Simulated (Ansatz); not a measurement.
Species: SnI, charge 0, doublet. SnI (SMILES [Sn][I], doublet).
B3LYP-D3(BJ)/def2-TZVP minimum from Ansatz (a quantum-chemistry and plane-wave program):
```xyz
2

Sn     0.0000     0.0000    -1.4135
I      0.0000     0.0000     1.3335
```
Charge 0, spin multiplicity 2.

Total energies in hartree (Ansatz). UHF or UKS for unpaired electrons; spin-orbit terms are left out. Correlated methods leave the cores frozen (noble-gas shells, and filled d and f shells in the p block). Past Kr the def2 sets carry scalar-relativistic core potentials. Spin-orbit terms, left out, reach several kcal/mol for Br and I, and more for heavier atoms. The spin of ISn ([Sn][I], doublet) was assumed, and the state is the lowest solution found for it.

```csv
species,HF/def2-TZVPP,CCSD(T)/def2-TZVPP,HF/def2-QZVPP,CCSD(T)/def2-QZVPP,CCSDT(Q)/def2-QZVPP
"1: SnI (SMILES [Sn][I], doublet)",-510.06703,-510.29400,-510.06958,-510.32280,-510.32447
2: Sn (triplet),-213.33992,-213.39742,-213.34066,-213.40091,-213.40140
3: I (doublet),-296.65857,-296.79430,-296.65973,-296.81374,-296.81455
```

### Question
Work out the atomisation energy (electronic, to ground-state atoms) in kcal/mol: take Hartree-Fock from def2-QZVPP, extrapolate the CCSD(T) correlation energy as X^-3 (X = 3, 4), and add CCSDT(Q) - CCSD(T) in def2-QZVPP. 1 hartree = 627.51 kcal/mol.

### Answer

Species 1: correlation (64·(-0.25322) - 27·(-0.22697))/37 = -0.27238; step -0.00167; E1 = -510.06958 + (-0.27238) + (-0.00167) = -510.34363
Species 2: correlation (64·(-0.06025) - 27·(-0.05750))/37 = -0.06226; step -0.00049; E2 = -213.34066 + (-0.06226) + (-0.00049) = -213.40341
Species 3: correlation (64·(-0.15401) - 27·(-0.13573))/37 = -0.16735; step -0.00081; E3 = -296.65973 + (-0.16735) + (-0.00081) = -296.82789
-1·E1 +1·E2 +1·E3 = 0.11233 hartree = 70.5 kcal/mol.
